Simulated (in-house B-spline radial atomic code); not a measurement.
**Ionising W3+ with different functionals**

Computed with a radial B-spline atomic code at the basis-set limit: four-component Dirac-Coulomb Hamiltonian, Fermi nucleus of rms radius 5.3658 fm, spin-restricted, spherical fractional occupations for the functionals, and exact exchange of hybrids averaged over the configuration. The ionisation energy is the difference of two self-consistent energies, [Xe] 4f14 5d3 → [Xe] 4f14 5d2, without Breit or QED terms; ε is the level of the shell that loses the electron (mean over j). The electron is taken from both j subshells in proportion to 2j + 1, so the result is a j average, not the step between ground levels.

| method | rung | ΔSCF (eV) | -ε(5d) (eV) |
| --- | --- | --- | --- |
| PBE0 | global hybrid | 37.15 | 32.73 |
| BHandHLYP | global hybrid | 37.09 | 34.32 |
| wB97X | range-separated hybrid | 36.93 | 35.16 |
| HSE06 | range-separated hybrid | 37.14 | 32.30 |

Problem. Among the functionals, which spreads more, the ΔSCF values or the orbital energies?

Solution. The orbital energies: ΔSCF values span about 0.22 eV and the orbital energies 2.86 eV; here energy differences depend much less on the functional than eigenvalues do.

Problem. How do they compare with the NIST value?

Solution. NIST lists 38.2 eV ± 0.4 (semi-empirical, ground level to ground level). Errors run from -1.27 to -1.05 eV. The correlated functionals all miss on the same side by more than they spread, so the cause is common to them (Breit-QED terms, spin polarisation, the choice among j levels, multiplet and fine-structure energies, or a listed next ion that isn't the cheapest removal here) and closeness doesn't rank the functionals.
